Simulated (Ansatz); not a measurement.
InP2⁻. Total charge -1; singlet. Geometry r2SCAN-D4/def2-TZVPD.

```
atom    x (Å)    y (Å)    z (Å)
 In1   0.9131   1.0834  -0.8139
  P2  -0.8364  -0.8855  -0.4768
  P3  -0.0767  -0.1979   1.2907
```

In the def2 sets In takes a core potential; there is no spin–orbit coupling. HSE06 is defined as in plane-wave codes, on full-range PBE exchange. At PBE-D4/def2-TZVPD, revPBE-D4/def2-TZVPD, r2SCAN-D4/def2-TZVPD, HSE06-D4/def2-TZVPD the highest occupied level of the charge -1 singlet lies above zero (up to 0.75 eV). By energy differences its removal costs 1.72 eV (vertical, to the charge 0 doublet, at CCSD(T)/def2-TZVPPD). The structure comes from a short search, and lower isomers may exist.

(1) Estimate the orbital energies around the gap (eV) in Ansatz with PBE-D4/def2-TZVPD, revPBE-D4/def2-TZVPD, r2SCAN-D4/def2-TZVPD, PBE0-D4/def2-TZVPD, HSE06-D4/def2-TZVPD.

Results:

(1) 
| orbital | PBE-D4/def2-TZVPD | revPBE-D4/def2-TZVPD | r2SCAN-D4/def2-TZVPD | PBE0-D4/def2-TZVPD | HSE06-D4/def2-TZVPD |
| --- | --- | --- | --- | --- | --- |
| HOMO−13 | -73.73 | -73.73 | -76.25 | -78.84 | -78.42 |
| HOMO−12 | -73.72 | -73.72 | -76.24 | -78.83 | -78.42 |
| HOMO−11 | -13.17 | -13.14 | -13.78 | -15.69 | -15.28 |
| HOMO−10 | -13.01 | -12.98 | -13.60 | -15.53 | -15.13 |
| HOMO−9 | -12.98 | -12.96 | -13.57 | -15.52 | -15.11 |
| HOMO−8 | -12.91 | -12.88 | -13.50 | -15.44 | -15.03 |
| HOMO−7 | -12.88 | -12.85 | -13.47 | -15.41 | -15.00 |
| HOMO−6 | -11.03 | -10.98 | -11.72 | -13.11 | -12.69 |
| HOMO−5 | -6.36 | -6.30 | -6.77 | -7.89 | -7.48 |
| HOMO−4 | -3.93 | -3.85 | -4.21 | -5.12 | -4.70 |
| HOMO−3 | -1.89 | -1.83 | -2.14 | -2.91 | -2.53 |
| HOMO−2 | -1.86 | -1.81 | -2.12 | -2.73 | -2.35 |
| HOMO−1 | -0.58 | -0.52 | -0.77 | -1.37 | -1.00 |
| HOMO | 0.70 | 0.75 | 0.56 | -0.08 | 0.29 |
| LUMO | 1.33 | 1.40 | 1.37 | 2.12 | 1.74 |
| LUMO+1 | 2.21 | 2.29 | 2.39 | 2.78 | 2.44 |
| LUMO+2 | 2.95 | 2.93 | 3.49 | 3.31 | 3.05 |
| LUMO+3 | 3.17 | 3.22 | 3.51 | 3.63 | 3.31 |
| LUMO+4 | 3.58 | 3.63 | 4.02 | 4.06 | 3.74 |
| LUMO+5 | 4.09 | 4.11 | 4.63 | 4.62 | 4.30 |
